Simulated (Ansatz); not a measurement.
Hf2O9H10, a hydroxylated oxide cluster was relaxed with PBE-D4 (def2-SVP) in Ansatz in these states: charge -1 doublet, neutral singlet. The geometries follow in no particular order.

In the def2 sets Hf takes a core potential; there is no spin–orbit coupling.

A:

Cartesian coordinates in Å:
```
Hf -1.402 0.607 0.022
Hf 1.481 -0.976 0.061
O -0.525 2.750 0.697
O -3.102 -0.486 -0.055
O -2.025 2.102 -1.259
O 1.132 -2.814 0.848
O 0.106 0.033 1.518
O 2.365 -1.405 -1.698
O 0.762 0.974 -0.723
O 3.066 -0.415 1.155
O -0.587 -1.232 -0.787
H 0.302 2.470 0.215
H -1.087 3.119 -0.034
H -3.773 -0.145 0.568
H -2.919 1.979 -1.623
H 1.813 -3.232 1.403
H -0.250 -0.459 2.279
H 1.948 -2.011 -2.334
H 0.817 0.999 -1.696
H 2.987 0.150 1.941
H -1.107 -2.008 -0.499
```

B:

| atom | x (Å) | y (Å) | z (Å) |
| --- | --- | --- | --- |
| Hf1 | -1.1880 | -0.8847 | -0.3196 |
| Hf2 | 1.4521 | 0.9602 | 0.0776 |
| O3 | -1.5656 | -1.5177 | 1.8973 |
| O4 | -1.2567 | -2.5669 | -1.2928 |
| O5 | -3.0521 | -0.2525 | -0.2390 |
| O6 | 2.4353 | 0.4757 | -1.6087 |
| O7 | 0.8469 | -1.1759 | 0.3429 |
| O8 | 0.9770 | 2.8746 | -0.1644 |
| O9 | -0.5109 | 0.7238 | 1.1196 |
| O10 | 2.8397 | 1.0572 | 1.4361 |
| O11 | -0.2674 | 0.4730 | -1.5534 |
| H12 | -1.1258 | -0.6530 | 2.1517 |
| H13 | -2.5177 | -1.3612 | 2.0582 |
| H14 | -1.3351 | -3.4240 | -1.7274 |
| H15 | -3.9115 | 0.1757 | -0.3286 |
| H16 | 3.3797 | 0.6063 | -1.7916 |
| H17 | 1.4082 | -1.8733 | -0.0372 |
| H18 | 0.5487 | 3.3012 | -0.9233 |
| H19 | -0.9727 | 1.5832 | 1.1018 |
| H20 | 3.5050 | 1.2209 | 2.1133 |
| H21 | 0.3108 | 0.2574 | -2.3126 |

Problem. Judge from the bond lengths which geometry belongs to which state (an estimate).

Solution. A is the charge -1 doublet (Hf2–O11 2.249 Å, Hf1–O11 2.168 Å, Hf1–O5 2.065 Å); B is the neutral singlet (Hf2–O11 2.419 Å, Hf1–O11 2.053 Å, Hf1–O5 1.970 Å).

At PBE-D4/def2-SVP the highest occupied level of the relaxed charge -1 doublet lies above zero (up to 1.29 eV). By energy differences it is unbound by 0.19 eV (each at its own geometry, against the charge 0 singlet, at PBE0-D4/def2-TZVP) and held by the finite basis.
